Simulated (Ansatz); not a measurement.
Gas-phase electronic energies from Ansatz, PBE0-D4/def2-TZVP geometries. CCSD(T)/CBS is the MP2 limit (def2-TZVPP, def2-QZVPP) plus CCSD(T) − MP2 in def2-TZVPP, frozen cores. This one scheme is used for every species. Functionals use def2-TZVPP. B3LYP here is the variant with VWN-RPA as its local correlation; programs differ in this. HSE06 is defined as in plane-wave codes.

Consider the formal exchange of groups at a C–B bond: `BC1=CC1F` + CH₄ → `CC1=CC1F` + BH₃.

(1) Is it downhill or uphill in electronic energy at CCSD(T)/CBS, and by how much? (An estimate is asked.)

(2) What do these levels give: LDA (SPW92), revPBE-D4, BLYP-D4, r2SCAN-D4, B3LYP-D4, r2SCAN0-D4, BLYP, r2SCAN0, HSE06, BHLYP, CAM-B3LYP, MP2/def2-QZVPP? (Best estimate.)

Largest T1 diagnostic among the species: 0.013.

## Answers

(1) The calculation gave: Uphill: ΔE = +0.73 eV.

(2) Ansatz gave: LDA (SPW92) 0.90, revPBE-D4 0.85, BLYP-D4 0.87, r2SCAN-D4 0.88, B3LYP-D4 0.80, r2SCAN0-D4 0.80, BLYP 0.88, r2SCAN0 0.80, HSE06 0.79, BHLYP 0.72, CAM-B3LYP 0.75, MP2/def2-QZVPP 0.73 eV.

From PBE to PBE0 (25 % exact exchange), in def2-TZVPP and without D4, ΔE moves by −0.09 eV. At CCSD(T), def2-SVP lies −0.05 eV from the extrapolated value and def2-TZVPP −0.01 eV.
